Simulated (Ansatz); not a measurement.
System: SbH2 (charge -1, singlet). 
Structure (B3LYP-D3(BJ)/def2-TZVP (Ansatz, a quantum-chemistry and plane-wave program) minimum search):
```xyz
3

Sb     0.0034    -0.0001     0.0459
H     -0.0752    -1.2315    -1.1751
H     -0.1006     1.2381    -1.1663
```
Charge -1, spin multiplicity 1.

Basis-set convergence of Hartree-Fock and CCSD(T) correlation energies (hartree) with Ansatz. Cores are frozen in the correlated levels unless marked. Spin-orbit coupling is left out. The frozen core is the preceding noble-gas configuration, with the filled d and f shells of earlier blocks. In def2 rows, elements after Kr have scalar-relativistic effective core potentials. This anion needs diffuse functions, which these sets lack.

```tsv
basis	functions	E(HF)	E(corr, CCSD(T))
def2-SVP	36	-240.39550	-0.13086
def2-TZVPP	78	-240.41410	-0.16993
def2-QZVPP	142	(withheld)	(withheld)
```

Q: What belongs in the gaps?

A: 
- def2-QZVPP, E(HF): -240.41770
- def2-QZVPP, E(corr, CCSD(T)): -0.18242
